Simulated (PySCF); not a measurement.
A geometry optimisation on `C[P@H](=[Te])CC#N`.

Method: PBE0-D3(BJ)/def2-SVP geometry optimisation, gas phase, def2 core potentials past Kr (PySCF 2.14.0). Start geometry: GFN2-xTB. The input is one job of a driver script: a line of settings, then coordinates in Å.

Input:
```
{"job": {"xc": "PBE0", "basis": "def2-SVP", "d3": "d3bj", "grid": 1, "maxiter": 30, "shake": 0.01, "kind": "geom"}, "charge": 0, "multiplicity": 1}
C     -1.365930     0.281710     0.650790
P     -0.285050     0.507500    -0.792290
Te    -1.209750     0.296890    -2.895300
C      1.137080    -0.673210    -0.431570
C      1.643070    -0.465730     0.867710
N      2.036930    -0.241390     1.928250
H     -0.836200     0.347270     1.592060
H     -2.120010     1.104050     0.604560
H     -1.898650    -0.647110     0.565810
H      0.371540     1.688870    -0.400200
H      0.688800    -1.691920    -0.510120
H      1.877850    -0.535190    -1.188710
```

Output:
```
step   0  E = -781.49966298  max force = 0.038438
step   1  E = -781.50403039  max force = 0.007997
step   2  E = -781.50426915  max force = 0.001675
step   3  E = -781.50429855  max force = 0.000388
step   4  E = -781.50430588  max force = 0.000362
optimisation converged
```

Energies in Eh; «max force» is the largest Cartesian gradient component in Eh/bohr.

Problem. Give the first gradient maximum in eV/Å.

Solution. With 1 Eh/bohr = 51.422 eV/Å, 1.977 eV/Å.

In short: final energy -781.50431 Eh after 4 steps; dipole 1.07 D.

Problem. Give the final coordinates.

Solution. 0.055 Å rms from the input after alignment:
```
atom  x, y, z in Å
C1    -1.1088    0.8290    0.2224
P2     0.0468    1.0118   -1.1698
Te3   -0.8085    0.6931   -3.3144
C4     1.4519   -0.1396   -0.7680
C5     1.9811    0.0748    0.5630
N6     2.3442    0.2982    1.6398
H7    -0.5876    0.9370    1.1855
H8    -1.8853    1.6000    0.1233
H9    -1.5845   -0.1589    0.1480
H10    0.6626    2.2662   -0.9094
H11    1.0691   -1.1658   -0.8868
H12    2.2237    0.0169   -1.5365
```

Problem. Estimate the wall time. Hardware: one thread of an Arm Neoverse V1 (shared host). And the peak memory of the process?

Solution. About 43 s, with 0.52 GiB resident at the peak, the Python interpreter and its libraries included.
Labels such as C1 count atoms from 1, the log's own numbers from 0.
